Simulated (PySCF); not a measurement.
A structure optimised at B3LYP-D3(BJ)/def2-SVP, used in a PySCF frequency run:

```
C
C 1 1.3471
H 2 1.0956 1 121.01
H 2 1.0958 3 116.26 1 180.00
H 1 1.0968 2 118.67 3 180.00
B 1 1.5385 5 120.80 2 180.00
H 6 1.2040 1 121.84 5 180.00
Cl 6 1.7625 7 117.14 1 180.00
```

**Question.** Write its SMILES, formula and point group.

**Answer.** C=CBCl, C2H4BCl, Cs

**Question.** What are its rotational constants (standard atomic weights)?

**Answer.** 40.480, 2.4573, 2.3166 GHz
